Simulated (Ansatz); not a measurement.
ClFHOSi, SMILES `O[Si](F)Cl` radical, relaxed with UKS PBE-D4/def2-SVP in Ansatz 0.2.0 from a rough embedded geometry. The force threshold is 0.03 eV/Å; the program also tests the step.

Charge 0, multiplicity 2.

Start:

```xyz
5

O     0.436   -1.121    0.214
Si    0.427    0.484    0.458
F    -1.018    0.803    1.049
Cl    0.475    1.289   -1.343
H    -0.319   -1.455   -0.379
```

| step | energy (eV) | largest force (eV/Å) | largest move (Å) |
| --- | --- | --- | --- |
| 1 | -25158.8015 | 2.509 | 0.000 |
| 2 | -25159.1026 | 0.780 | 0.195 |
| 3 | -25159.1270 | 0.230 | 0.030 |
| 4 | -25159.1322 | 0.073 | 0.018 |
| 5 | -25159.1329 | 0.175 | 0.025 |
| 6 | -25159.1345 | 0.051 | 0.009 |
| 7 | -25159.1350 | 0.044 | 0.020 |
| 8 | -25159.1353 | 0.032 | 0.012 |
| 9 | -25159.1359 | 0.187 | 0.044 |
| 10 | -25159.1367 | 0.175 | 0.010 |
| 11 | -25159.1380 | 0.071 | 0.022 |
| 13 | -25159.1417 | 0.574 | 0.107 |
| 15 | -25159.1519 | 0.179 | 0.045 |
| 17 | -25159.1606 | 0.149 | 0.015 |
| 19 | -25159.1669 | 0.232 | 0.076 |
| 21 | -25159.1748 | 0.114 | 0.034 |
| 23 (rejected) | -25159.0130 | 2.856 | 0.195 |
| 25 | -25159.1793 | 0.093 | 0.044 |
| 27 | -25159.1822 | 0.049 | 0.025 |
| 29 (rejected) | -25159.1785 | 0.504 | 0.071 |
| 31 | -25159.1827 | 0.015 | 0.011 |

End:

```xyz
5

O     0.188   -1.125   -0.317
Si    0.312    0.414    0.322
F    -1.131    0.861    0.966
Cl    0.745    1.659   -1.279
H    -0.114   -1.809    0.308
```

Hardware: 2 threads of a server CPU on a shared host. Wall time 39 s, peak host memory 0.16 GiB.
